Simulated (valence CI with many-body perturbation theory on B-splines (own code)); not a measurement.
## I XXXIII: one-electron terms

Level of theory: configuration interaction combined with many-body perturbation theory (CI+MBPT): three valence electrons over a frozen Dirac-Fock core [Ar], radial functions for each j: 7 s, 7 p, 8 d, 6 f, 4 g, 1 h, with the one-electron correlation potential Σ1 (screened to all orders), the two-electron term Σ2, the three-electron term Σ3, Breit, model QED; selected single and double excitations, second order for the rest, scaled by the run's own slope (own B-spline code, finite nucleus).

The last digits are not significant, and no measured levels were compared; by estimate large intervals hold to a few tenths of a per cent, small ones and those within an open d or f shell to about a per cent. Only levels of the ground parity were solved; by the run's estimate the other parity begins above the list, which can be wrong where configurations are misplaced.

These are the spectroscopic orbitals of the CI (the correlating ones are not listed), shaped by the core and the other valence electrons. h is the expectation value of the core's Dirac-Fock operator, without the valence repulsion; Σ1 is computed up to l = 3 at one energy for each symmetry, that of its lowest orbital but kept below the first core excitation, so for empty shells it is not the orbital's own correlation shift; Breit and QED include the response of the core.

```
Orbital  h (hartree)  Σ1 (cm⁻¹)  Breit (cm⁻¹)  QED (cm⁻¹)  ⟨r⟩ (bohr)
  4s1/2      -47.557      -7792          4193        3070      0.5751
  5s1/2      -28.979      -2928          2002        1489      0.9409
  6s1/2       -19.52      -1456          1095         826       1.399
  4p1/2      -45.738     -10105          6682        -120      0.5717
  5p1/2      -28.087      -3665          3269       -55.6      0.9449
  6p1/2      -19.019      -1800          1818       -30.2       1.411
  4p3/2       -44.81      -9710          4187         194      0.5846
  5p3/2      -27.641      -3604          2049        97.6      0.9608
  6p3/2       -18.77      -1786          1195        55.3       1.430
  3d3/2      -80.105     -22110          8217        -768      0.2542
  4d3/2      -42.143      -9789          2987        -215      0.5614
  5d3/2      -26.372      -3770          1460         -99      0.9523
  3d5/2      -79.523     -21255          3955        -417      0.2569
  4d5/2      -41.937      -9546          1479       -98.9      0.5648
  5d5/2       -26.27      -3661           713       -42.7      0.9564
  4f5/2      -39.532     -22393           264        -127      0.5105
  5f5/2      -25.173      -8985           116       -60.8      0.9138
  4f7/2      -39.465     -20047          -201       -83.5      0.5120
  5f7/2      -25.137      -8026         -77.8       -38.1      0.9155
  5g7/2      -24.537                     18.5       -14.5      0.8251
  5g9/2      -24.521                    -27.6        -3.8      0.8259
```

Among the shells of the start configuration 3d3, Σ1 is largest in size for 3d3/2, where it is 0.13 % of h.

Lowest root of each symmetry, sizes in configuration state functions:

```json
{"J": "1/2", "Parity": "even", "Roots": "2", "Reference": "54", "Variational": "2244", "Second order": "123", "Change by selected CI (cm⁻¹)": "-5434", "Change by second order (cm⁻¹)": "0"}
{"J": "3/2", "Parity": "even", "Roots": "5", "Reference": "90", "Variational": "4033", "Second order": "2283", "Change by selected CI (cm⁻¹)": "-4588", "Change by second order (cm⁻¹)": "0"}
{"J": "5/2", "Parity": "even", "Roots": "5", "Reference": "102", "Variational": "4830", "Second order": "2942", "Change by selected CI (cm⁻¹)": "-3659", "Change by second order (cm⁻¹)": "0"}
{"J": "7/2", "Parity": "even", "Roots": "3", "Reference": "89", "Variational": "4660", "Second order": "373", "Change by selected CI (cm⁻¹)": "-4105", "Change by second order (cm⁻¹)": "0"}
{"J": "9/2", "Parity": "even", "Roots": "3", "Reference": "68", "Variational": "3967", "Second order": "311", "Change by selected CI (cm⁻¹)": "-4677", "Change by second order (cm⁻¹)": "0"}
{"J": "11/2", "Parity": "even", "Roots": "1", "Reference": "37", "Variational": "2832", "Second order": "320", "Change by selected CI (cm⁻¹)": "-5323", "Change by second order (cm⁻¹)": "0"}
```
